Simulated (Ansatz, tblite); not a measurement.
Cost and result up the ladder for `S/C=C/c1ccc(/C=C/c2ccc(/C=C/c3ccc(S)cc3)cc2)cc1` (46 atoms). Charge 0, multiplicity 1. Geometry: PBE-D4/def2-SVP.

```tsv
atom	x (Å)	y (Å)	z (Å)
S1	-10.746	-3.198	0.681
C2	-9.142	-2.626	0.235
C3	-8.100	-2.599	1.108
C4	-6.753	-2.107	0.838
C5	-6.365	-1.487	-0.377
C6	-5.057	-1.051	-0.578
C7	-4.055	-1.204	0.416
C8	-2.701	-0.737	0.145
C9	-1.608	-0.889	0.949
C10	-0.253	-0.424	0.690
C11	0.775	-0.736	1.615
C12	2.089	-0.314	1.414
C13	2.456	0.450	0.278
C14	3.842	0.872	0.122
C15	4.363	1.636	-0.881
C16	5.752	2.056	-1.031
C17	6.785	1.689	-0.131
C18	8.099	2.117	-0.313
C19	8.443	2.937	-1.411
S20	10.088	3.522	-1.712
C21	7.430	3.314	-2.319
C22	6.117	2.878	-2.126
C23	1.425	0.763	-0.651
C24	0.116	0.341	-0.451
C25	-4.447	-1.811	1.637
C26	-5.755	-2.246	1.838
H27	-11.272	-3.169	-0.573
H28	-9.034	-2.266	-0.800
H29	-8.264	-2.994	2.127
H30	-7.104	-1.336	-1.179
H31	-4.787	-0.574	-1.533
H32	-2.576	-0.222	-0.823
H33	-1.731	-1.429	1.904
H34	0.523	-1.327	2.510
H35	2.864	-0.575	2.152
H36	4.517	0.523	0.922
H37	3.688	1.993	-1.677
H38	6.556	1.049	0.735
H39	8.873	1.810	0.408
H40	10.662	2.924	-0.632
H41	7.674	3.952	-3.182
H42	5.340	3.183	-2.846
H43	1.662	1.352	-1.549
H44	-0.649	0.612	-1.195
H45	-3.713	-1.939	2.446
H46	-6.028	-2.713	2.798
```

Ansatz on 2 threads of AMD EPYC 7R13 on a shared host and a share (18 GiB) of an NVIDIA H100 80GB HBM3; xTB runs through tblite on one thread. Times are rough, summed over both states, and most runs start from the orbitals of an earlier one. PBE0-D4/def2-TZVP serves as the yardstick here, not as an exact answer. The other state is a doublet.

The xTB rows come from tblite. Single mean-field runs in def2-TZVP are fitted with def2-universal-jkfit.

Run but left out: PBE-QIDH/def2-TZVP (charge +1 doublet: ⟨S²⟩ 1.22, where a pure state has 0.75).

Raw xTB energies of ions are shifted by several eV.

```
                          level  functions  vertical IE (eV)  difference from PBE0-D4/def2-TZVP (eV)
 PBE-D4/def2-TZVP (with forces)        938              6.06                                   -0.30
PBE0-D4/def2-TZVP (with forces)        938              6.36                                    0.00
                       GFN1-xTB        154             11.89                                    5.53
                       GFN2-xTB        134             11.06                                    4.70
```

Task: Estimate how long each takes.

Result: GFN2-xTB 0.18 s; GFN1-xTB 0.24 s; PBE-D4/def2-TZVP (with forces) 16 s; PBE0-D4/def2-TZVP (with forces) 21 s. On shared hardware such times vary by a factor of up to 3.
